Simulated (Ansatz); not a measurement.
Basis sets compared for the cluster Te2Pb3⁺. The state is a doublet with charge 1. Geometry PBE0-D4/def2-SVP. Ansatz on 4 threads of AMD EPYC on a shared host; times are rough, and most runs start from earlier orbitals.

```xyz
5

Pb   -1.619   -0.885   -0.140
Pb    0.084    0.148    2.550
Pb    1.800   -0.315   -0.286
Te   -0.304    1.911    0.354
Te    0.038   -0.860   -2.477
```

In the def2 sets Pb, Te take a core potential; there is no spin–orbit coupling. Another isomer (doublet) lies 1.01 eV lower at PBE0-D4/def2-TZVP; other spin states weren't run for this one.

| level | functions | energy (Eh) | HOMO (eV) | LUMO (eV) | wall time |
| --- | --- | --- | --- | --- | --- |
| PBE-D4/def2-SVP | 130 | -1114.7338 | -8.70 | -8.32 | 12 s |
| PBE0-D4/def2-SVP | 130 | -1114.6617 | -9.49 | -7.81 | 23 s |

Question: Estimate the rows for PBE-D4/def2-TZVP (with forces), PBE0-D4/def2-TZVP.

Answer: 
| level | functions | energy (Eh) | HOMO (eV) | LUMO (eV) | wall time |
| --- | --- | --- | --- | --- | --- |
| PBE-D4/def2-TZVP (with forces) | 250 | -1114.7758 | -8.66 | -8.25 | 25 s |
| PBE0-D4/def2-TZVP | 250 | -1114.6998 | -9.43 | -7.72 | 73 s |
